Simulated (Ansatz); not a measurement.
Species: sum formula H₃BO₂, charge 0, multiplicity 1. 
Structure (B3LYP-D3(BJ)/def2-TZVP (Ansatz, a program for electronic structure) minimum search):
```
B
O 1 1.3567
H 2 0.9653 1 112.89
O 1 1.3670 2 119.37 3 0.00
H 4 0.9609 1 113.80 2 180.00
H 1 1.1934 2 118.36 3 180.00
```
Charge 0, spin multiplicity 1.

Basis-set convergence of Hartree-Fock and MP2 correlation energies (hartree) with Ansatz. Correlated levels leave the core frozen unless marked. No spin-orbit coupling. No relativistic terms.

```csv
basis,functions,E(HF),"E(corr, MP2)"
aug-cc-pVDZ,96,-176.28983,-0.48861
aug-cc-pVTZ,207,?,?
```

### Question
Some entries are withheld; supply them.

### Answer

- aug-cc-pVTZ, E(HF): -176.33968
- aug-cc-pVTZ, E(corr, MP2): -0.59703
